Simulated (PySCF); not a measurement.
## Correlation energy of Si (silicon, neutral)

[Ne] 3s2 3p2, high-spin 3P determinant. Computed with PySCF 2.14 in cc-pVDZ-DK (4s3p1d, 18 functions), with the spin-free X2C one-electron Hamiltonian (Gaussian nucleus). Frozen: [Ne]; 4 electrons correlated.

MP2 pair energies summed by pair of shells (mhartree):

```csv
pair,energy,share (%)
3s-3p,-26.39,58.8
3s-3s,-14.00,31.2
3p-3p,-4.52,10.1
```

Total MP2 correlation energy: -44.91 mhartree.

Same-spin part -7.62 and opposite-spin part -37.30 mhartree; SCS-MP2 scales them by 1/3 and 6/5 to -47.29 mhartree.

```json
{"level": "CCSD", "correlation energy (mhartree)": "-63.93"}
{"level": "(T)", "correlation energy (mhartree)": "-0.99"}
{"level": "CCSD(T)", "correlation energy (mhartree)": "-64.92"}
```

Diagnostics: T1 = 0.0096, D1 = 0.0253, largest double amplitude 0.106.

Cost of the coupled-cluster step: 0.06 s of wall time on 1 thread of Neoverse-V2 (shared host), for 4 correlated electrons.

Iterations:

```
CC2 = 0
CCSD nocc = (np.int64(3), np.int64(1)), nmo = (13, 13)
frozen orbitals [[0, 1, 2, 3, 4], [0, 1, 2, 3, 4]]
max_cycle = 100
direct = 0
conv_tol = 1e-08
conv_tol_normt = 1e-06
diis_space = 8
diis_start_cycle = 0
Init t2, MP2 energy = -0.0449112759910837
Init E_corr(UCCSD) = -0.0449112759913541
cycle = 1  E_corr(UCCSD) = -0.057832517178177  dE = -0.0129212412  norm(t1,t2) = 0.055422
cycle = 2  E_corr(UCCSD) = -0.0616693574536345  dE = -0.00383684028  norm(t1,t2) = 0.0213033
cycle = 3  E_corr(UCCSD) = -0.0639188301238292  dE = -0.00224947267  norm(t1,t2) = 0.00977609
cycle = 4  E_corr(UCCSD) = -0.0639115507966862  dE = 7.27932714e-06  norm(t1,t2) = 0.00189317
cycle = 5  E_corr(UCCSD) = -0.0639351717165385  dE = -2.36209199e-05  norm(t1,t2) = 0.000310901
cycle = 6  E_corr(UCCSD) = -0.0639271779643129  dE = 7.99375223e-06  norm(t1,t2) = 4.41123e-05
cycle = 7  E_corr(UCCSD) = -0.0639304862065107  dE = -3.3082422e-06  norm(t1,t2) = 1.03771e-05
cycle = 8  E_corr(UCCSD) = -0.0639296799878952  dE = 8.06218616e-07  norm(t1,t2) = 2.73621e-06
cycle = 9  E_corr(UCCSD) = -0.0639297534868429  dE = -7.34989477e-08  norm(t1,t2) = 3.8404e-07
cycle = 10  E_corr(UCCSD) = -0.0639297519113134  dE = 1.57552951e-09  norm(t1,t2) = 6.1579e-08
UCCSD converged
E(UCCSD) = -289.5159972016339  E_corr = -0.06392975191131338
UCCSD(T) correction = -0.000991680251603689
```
